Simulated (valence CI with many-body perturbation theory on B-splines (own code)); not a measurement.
**Sm⁵⁷⁺: electric-dipole lines**

Level of theory: configuration interaction combined with many-body perturbation theory (CI+MBPT): three valence electrons over a frozen Dirac-Fock core [He], a basis of 11 s, 11 p, 10 d, 8 f, 5 g, 2 h functions for each j, with the one-electron correlation potential Σ1 (screened to all orders), the two-electron term Σ2, the three-electron term Σ3, Breit, model QED; selected single and double excitations, second order for the rest, scaled by the run's own slope (own B-spline code, finite nucleus).

No measured spectrum was set against this ion. As an estimate, large intervals hold to a few tenths of a per cent, small ones and those within an open d or f shell to about a per cent.

Lines 1 to 50 of 575 in falling wavelength, among levels below 10244 eV, chosen from the strongest by gf and those to the six lowest levels. Wavelengths and rates use the calculated energies. Electric multipoles are in the length gauge with retardation, E1 and E2 with the static RPA response of the core. Weak lines are less certain than strong ones. Lines between different terms over intervals too small for the method are left out, as are lines whose strength nearly cancels. The highest levels of a list are the least certain.

Levels are named by their leading jj configuration (3d3/2^4 stands for four electrons in 3d with j = 3/2), which in mixed levels can hold well under half, so a name can repeat and another be missing. Letters in brackets count levels of one name in rising energy.

```tsv
λ vac (nm)	Upper	Lower	A (s⁻¹)	S (a.u.) with core polarisation	S without
70.02	(2p1/2^2 4f7/2) J=7/2	(2p1/2^2 4d5/2) J=5/2	1.89e+08	2.57e-01	2.57e-01
67.38	(2s 2p1/2 4f7/2) J=5/2	(2s 2p1/2 4d5/2) J=3/2	1.88e+08	1.71e-01	1.71e-01
65.85	(2s 2p1/2 4f7/2) J=7/2 [b]	(2s 2p1/2 4d5/2) J=5/2 [b]	2.07e+08	2.33e-01	2.33e-01
59.39	(2s 2p1/2 4f7/2) J=9/2	(2s 2p1/2 4d5/2) J=7/2	3.08e+08	3.18e-01	3.18e-01
56.36	(2s 2p1/2 4f7/2) J=7/2 [a]	(2s 2p1/2 4d5/2) J=5/2 [a]	2.06e+08	1.45e-01	1.45e-01
56.01	(2s^2 4f7/2) J=7/2	(2s^2 4d5/2) J=5/2	3.66e+08	2.54e-01	2.54e-01
38.73	(2s 2p1/2 4f5/2) J=5/2 [b]	(2s 2p1/2 4d3/2) J=3/2 [b]	8.34e+08	1.43e-01	1.43e-01
37.30	(2p1/2^2 4f5/2) J=5/2	(2p1/2^2 4d3/2) J=3/2	1.17e+09	1.80e-01	1.80e-01
36.55	(2s 2p1/2 4f5/2) J=7/2	(2s 2p1/2 4d3/2) J=5/2	6.84e+08	1.32e-01	1.32e-01
35.95	(2s^2 4f5/2) J=5/2	(2s^2 4d3/2) J=3/2	1.28e+09	1.77e-01	1.77e-01
35.73	(2s 2p1/2 4f5/2) J=5/2 [a]	(2s 2p1/2 4d3/2) J=3/2 [a]	1.29e+09	1.75e-01	1.75e-01
32.52	(2s 2p1/2 4f5/2) J=7/2	(2s 2p1/2 4d5/2) J=5/2 [a]	7.51e+08	1.02e-01	1.02e-01
30.71	(2s 2p1/2 4d5/2) J=5/2 [a]	(2s 2p1/2 4p3/2) J=3/2 [a]	1.87e+09	1.60e-01	1.60e-01
29.99	(2s 2p1/2 4d5/2) J=7/2	(2s 2p1/2 4p3/2) J=5/2	3.76e+09	4.00e-01	4.00e-01
29.54	(2p1/2^2 4d5/2) J=5/2	(2p1/2^2 4p3/2) J=3/2	4.02e+09	3.07e-01	3.07e-01
28.59	(2s 2p1/2 4d5/2) J=5/2 [b]	(2s 2p1/2 4p3/2) J=3/2 [b]	3.75e+09	2.59e-01	2.59e-01
28.59	(2s^2 4d5/2) J=5/2	(2s^2 4p3/2) J=3/2	4.23e+09	2.93e-01	2.93e-01
27.81	(2s 2p1/2 4d3/2) J=5/2	(2s 2p1/2 4p3/2) J=3/2 [a]	2.18e+09	1.39e-01	1.39e-01
27.51	(2s 2p1/2 4d5/2) J=3/2	(2s 2p1/2 4p3/2) J=1/2	3.74e+09	1.54e-01	1.54e-01
16.45	(2s 2p3/2 3p1/2) J=3/2 [a]	(2s 2p3/2 3s) J=5/2	4.85e+09	4.26e-02	4.26e-02
15.94	(2s 2p3/2 3p1/2) J=5/2	(2s 2p3/2 3s) J=5/2	3.44e+09	4.12e-02	4.13e-02
13.37	(2p3/2^2 3d5/2) J=5/2 [a]	(2p3/2^2 3p3/2) J=3/2 [a]	6.20e+09	4.39e-02	4.39e-02
12.94	(2s 2p1/2 4d3/2) J=3/2 [b]	(2s 2p1/2 4p1/2) J=1/2 [b]	2.10e+10	8.98e-02	8.98e-02
12.81	(2s 2p1/2 4d3/2) J=1/2	(2s 2p1/2 4p1/2) J=1/2 [b]	3.38e+10	7.00e-02	7.00e-02
12.66	(2s 2p1/2 4d5/2) J=5/2 [a]	(2s 2p1/2 4p1/2) J=3/2	1.96e+10	1.18e-01	1.18e-01
12.66	(2s 2p3/2 3d5/2) J=9/2	(2s 2p3/2 3p3/2) J=7/2	1.12e+10	1.13e-01	1.13e-01
12.58	(2s 2p3/2 3d5/2) J=7/2 [a]	(2s 2p3/2 3p3/2) J=5/2 [a]	8.14e+09	6.41e-02	6.41e-02
12.58	(2p1/2 2p3/2 3d5/2) J=9/2	(2p1/2 2p3/2 3p3/2) J=7/2	1.31e+10	1.29e-01	1.29e-01
12.49	(2p3/2^2 3d5/2) J=7/2	(2p3/2^2 3p3/2) J=5/2	9.74e+09	7.48e-02	7.48e-02
12.47	(2p1/2 2p3/2 3d5/2) J=7/2 [a]	(2p1/2 2p3/2 3p3/2) J=5/2 [a]	1.21e+10	9.29e-02	9.29e-02
12.47	(2p1/2^2 4d3/2) J=3/2	(2p1/2^2 4p1/2) J=1/2	4.42e+10	1.69e-01	1.69e-01
12.47	(2p1/2 2p3/2 3d5/2) J=7/2 [b]	(2p1/2 2p3/2 3p3/2) J=5/2 [b]	1.10e+10	8.39e-02	8.40e-02
12.46	(2s 2p3/2 3d5/2) J=7/2 [b]	(2s 2p3/2 3p3/2) J=5/2 [b]	9.61e+09	7.33e-02	7.33e-02
12.45	(2s 2p1/2 3d5/2) J=7/2	(2s 2p1/2 3p3/2) J=5/2	1.23e+10	9.40e-02	9.40e-02
12.44	(2s 2p3/2 3d5/2) J=5/2 [b]	(2s 2p3/2 3p3/2) J=3/2 [b]	8.41e+09	4.80e-02	4.80e-02
12.39	(2s 2p1/2 4d3/2) J=3/2 [a]	(2s 2p1/2 4p1/2) J=1/2 [a]	4.33e+10	1.62e-01	1.62e-01
12.39	(2s^2 4d3/2) J=3/2	(2s^2 4p1/2) J=1/2	4.26e+10	1.60e-01	1.60e-01
12.38	(2p3/2^2 3d5/2) J=9/2	(2p3/2^2 3p3/2) J=7/2	1.27e+10	1.19e-01	1.19e-01
12.26	(2p1/2^2 3d5/2) J=5/2	(2p1/2^2 3p3/2) J=3/2	1.40e+10	7.65e-02	7.65e-02
12.19	(2p3/2^2 3d5/2) J=5/2 [b]	(2p3/2^2 3p3/2) J=3/2 [b]	1.27e+10	6.80e-02	6.80e-02
12.15	(2s^2 3d5/2) J=5/2	(2s^2 3p3/2) J=3/2	1.07e+10	5.70e-02	5.70e-02
12.14	(2s 2p1/2 4d3/2) J=5/2	(2s 2p1/2 4p1/2) J=3/2	2.41e+10	1.28e-01	1.28e-01
12.07	(2s 2p1/2 3d5/2) J=5/2 [a]	(2s 2p1/2 3p3/2) J=3/2 [a]	1.25e+10	6.53e-02	6.53e-02
12.04	(2s 2p1/2 4p3/2) J=1/2	(2s 2p1/2 4s) J=1/2 [b]	4.84e+10	8.34e-02	8.34e-02
11.96	(2p1/2 2p3/2 3d5/2) J=5/2 [b]	(2p1/2 2p3/2 3p3/2) J=3/2 [b]	8.71e+09	4.41e-02	4.41e-02
11.90	(2s 2p1/2 4p3/2) J=3/2 [b]	(2s 2p1/2 4s) J=1/2 [b]	3.37e+10	1.12e-01	1.12e-01
11.84	(2s 2p1/2 4d3/2) J=3/2 [b]	(2s 2p1/2 4p1/2) J=3/2	2.22e+10	7.25e-02	7.25e-02
11.64	(2p1/2^2 4p3/2) J=3/2	(2p1/2^2 4s) J=1/2	6.58e+10	2.05e-01	2.05e-01
11.62	(2p1/2 2p3/2 3d5/2) J=5/2 [a]	(2p1/2 2p3/2 3p3/2) J=3/2 [a]	1.09e+10	5.08e-02	5.08e-02
11.51	(2s 2p1/2 3d5/2) J=5/2 [b]	(2s 2p1/2 3p3/2) J=3/2 [b]	1.30e+10	5.88e-02	5.88e-02
```
